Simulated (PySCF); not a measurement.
I2Mg, SMILES [I][Mg-][I], charge -1, multiplicity 2. Atoms are numbered in the order given.

```xyz
3

Mg     0.0000     0.0000     1.2820
I      0.0000     2.3841    -0.1451
I      0.0000    -2.3841    -0.1451
```
Charge -1, spin multiplicity 2.

Geometry optimised at B3LYP-D3(BJ)/def2-SVPD. The def2 effective core potentials stand for the cores of I; spin–orbit coupling is left out.

These are PBE/def2-TZVPD (PySCF) values and carry that method's errors.

Mulliken values depend strongly on the basis, most of all with diffuse functions as here. ESP charges are fitted to the potential on shells at 1.4 to 2.0 van der Waals radii. Atomic charges (e):

```tsv
atom	ESP fit	Mulliken	Mulliken spin
Mg1	___	0.03	0.91
I2	___	-0.51	0.04
I3	___	-0.51	0.04
```

### Question
Some entries are withheld; supply them. (The exact figures need the calculation; the answer reports its results.)

### Answer

- Mg1, ESP fit: 0.01
- I2, ESP fit: -0.50
- I3, ESP fit: -0.50
